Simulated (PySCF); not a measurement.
Do core-level shifts follow atomic charges?

C₅H₈BFO₂.
Atom-mapped SMILES: `[CH2:1]=[CH:2][C@@H:3]1[CH2:4][O:5][BH:6][O:7][C@H:8]1[F:9]`

Structure used (PBE0-D3(BJ)/def2-SVP), in Å, numbered top down from 1:
```xyz
17
C5H8BFO2 angstrom
C      1.7871    0.7594   -1.0244
C      1.2320    0.8524    0.1841
C      0.3034   -0.1431    0.8201
C      0.0503   -1.4055    0.0118
O     -0.7242   -1.1398   -1.1411
B     -1.5947   -0.1051   -1.1437
O     -1.7752    0.7096   -0.0539
C     -1.0562    0.4953    1.1045
F     -1.7689   -0.3483    1.9160
H      1.5901   -0.0837   -1.6922
H      2.4566    1.5392   -1.3954
H      1.4497    1.7361    0.7969
H      0.7179   -0.4352    1.8006
H      0.9985   -1.8590   -0.3132
H     -0.4806   -2.1405    0.6376
H     -2.2367    0.1220   -2.1352
H     -0.9648    1.4590    1.6326
```

Binding energies: PySCF, delta-SCF UKS SCAN, pcX-2 on the ionised atom, pcseg-1 elsewhere, spin-free X2C. Charges: PBE0/pcSseg-1 ground-state density, for the ionised atom.

| atom | environment | C 1s (eV) | Mulliken (e) | IAO (e) | Hirshfeld (e) | ESP (e) |
| --- | --- | --- | --- | --- | --- | --- |
| C1 | terminal =CH2 carbon | 290.59 | -0.152 | -0.303 | -0.093 | -0.513 |
| C2 | alkene CH carbon | 291.00 | -0.186 | -0.147 | -0.043 | +0.018 |
| C3 | allylic carbon | 291.46 | -0.376 | -0.170 | -0.047 | -0.401 |
| C4 | sp3 carbon bound to oxygen | 292.63 | +0.120 | -0.058 | +0.009 | +0.258 |
| C8 | sp3 C–F carbon | 294.75 | +0.481 | +0.358 | +0.133 | +0.539 |

How well does each charge scheme correlate with the binding energies over these sites?

Hirshfeld: r = 0.99, slope 19.0 eV per e; IAO: r = 0.97, slope 6.5 eV per e; Mulliken: r = 0.90, slope 4.5 eV per e; ESP: r = 0.87, slope 3.3 eV per e. On 5 points no scheme stands out.

The point-charge model writes a binding energy as kq + V + constant, with V the potential of the other atoms' charges at the site. What does it give with the ESP charges?

V = Σ 14.40 eV Å × q/r over all other atoms: +6.34 eV at C1, -1.99 eV at C2, +5.76 eV at C3, -3.65 eV at C4, -7.36 eV at C8. Fitting binding energy − V to q gives k = 16.8 eV per e and leaves an rms residual of 0.38 eV, against 0.73 eV for the fit on q alone. The model has no term for differences in relaxation between sites.

Isolated species at its PBE0-D3(BJ)/def2-SVP geometry (one conformer only).
